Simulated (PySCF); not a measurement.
Work out the structure from these simulated measurements.

Elements present: B, C, H, N and Si. Monoisotopic mass: 168.0710 u.

| Item | Value |
| --- | --- |
| 1H NMR | chemical shifts (computed TMS as zero) by class: 8.61 (2 H), 7.50 (1 H), 7.23 (2 H), 4.81 (6 H), 4.01 (2 H) ppm [GIAO KT2/pcSseg-1] |
| Triplet | lowest triplet excitation (Tamm–Dancoff): 4.09 eV [TDA wB97X-D/def2-SVPD] |
| Rotational structure | rotational constants A, B, C: 1.809, 0.524, 0.501 GHz [PBE0-D3(BJ)/def2-SVP] |
| UV, first state | lowest singlet excitation: 4.53 eV (274 nm, f = 0.001) [TDDFT wB97X-D/def2-SVPD] |
| NMR, other nuclei | isotropic shieldings of nuclei other than C and H, by class: 107 (1 B), -10 (1 N), 259 (1 N), 412 (2 Si) ppm [GIAO KT2/pcSseg-1] |
| Dipole | 6.97 D [wB97X-D/def2-SVPD] |
| Polarisability | 141.6 au [wB97X-D/def2-SVPD] |
| Valence photoelectron | vertical ionisation energy: 8.39 eV [ΔSCF wB97X-D/def2-SVPD] |
| 13C NMR | chemical shifts (computed TMS as zero) by class: 139.4 (2 C), 131.3 (1 C), 120.6 (2 C) ppm [GIAO KT2/pcSseg-1] |

Gas-phase values; electronic properties from PySCF, density fitting. Levels stand in brackets. Geometry: PBE0-D3(BJ)/def2-SVP, one conformer, isolated molecule. NMR classes are plain means over equivalent atoms (diastereotopic ones count apart unless rotation or inversion swaps them), as if these changed places fast.

Q: Which formula fits the mass and the elements?

A: C5H13BN2Si2 (calculated 168.0710). No other formula that holds each of these elements comes within 0.0003 u with a fitting electron parity and a possible valence count.

Q: Propose a structure and show how it fits.

A: Numbering: `[SiH3:1][N:2]([SiH3:3])[BH2-:4][n+:5]1[cH:6][cH:7][cH:8][cH:9][cH:10]1`. 5 carbons fall into 3 classes; from least to most shielded: aromatic CH next to a ring nitrogen [C6/C10] (139.4 ppm, 2 C), aromatic CH carbon [C8] (131.3 ppm), aromatic CH carbon [C7/C9] (120.6 ppm, 2 C). Hydrogen classes from least to most shielded: 2 H on 2 like atoms (aromatic CH next to a ring nitrogen), C6/C10 (8.61 ppm, a mean of values up to 0.5 ppm apart in this geometry), 1 H on an aromatic CH carbon, C8 (7.50 ppm), 2 H on 2 aromatic CH carbons, C7/C9 (7.23 ppm), 6 H on 2 SiH3 silicons, Si1/Si3 (4.81 ppm), 2 H on a four-coordinate boron, B4 (4.01 ppm). The other shieldings belong to: 107 ppm, four-coordinate boron [B4]; -10 ppm, nitrogen bonded to B and 2 C [N5]; 259 ppm, nitrogen bridging silicon atoms [N2]; 412 ppm, SiH3 silicon [Si1/Si3]. S1 is mainly HOMO→LUMO (weight 0.94); the largest Löwdin shares of the orbital it empties are 0.50 on the nitrogen bridging silicon atoms, 0.09 on each of 2 atoms of one kind (SiH3 silicon) and 0.05 on an Si–H hydrogen, of the orbital it fills 0.24 on an aromatic CH carbon, 0.21 on the nitrogen bonded to B and 2 C, 0.12 on an aromatic CH next to a ring nitrogen and 0.11 on an aromatic CH carbon. By its constants the optimised geometry is an asymmetric top. Structure: `[SiH3]N([SiH3])[BH2-][N+]1=CC=CC=C1`. The assignments are read from this structure; whether some other isomer fits the data as well wasn't checked.

Conformer computed: `[SiH3:1][N:2]([SiH3:3])[BH2-:4][n+:5]1[cH:6][cH:7][cH:8][cH:9][cH:10]1`: Si1–N2–B4–N5 97°, N2–B4–N5–C6 4°.
